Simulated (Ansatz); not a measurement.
ZnH, SMILES [ZnH] (connectivity only; charge and spin as stated), neutral, multiplicity 2.

Geometry: B3LYP-D3(BJ)/def2-TZVPD. The multiplicity is an assumed one; other spin states were not compared.

Two levels are set side by side: PBE/def2-TZVPD (Ansatz, a first-principles code) and PBE0/def2-TZVPD (Ansatz). Energy differences of separate SCF runs at the same geometry; the states with an electron removed or added have multiplicity 1 and 1. Differences are taken from unrounded values.

| quantity | PBE0 |
|---|---|
| vertical ionisation energy (eV) | 7.89 |
| vertical electron affinity (eV) | 0.61 |

Task: What does PBE give, and how far is it from PBE0? (An estimate is asked for; the answer gives what the named calculation found.)

Result: 
```csv
quantity,PBE,PBE minus PBE0
vertical ionisation energy (eV),7.93,0.04
vertical electron affinity (eV),0.70,0.09
```
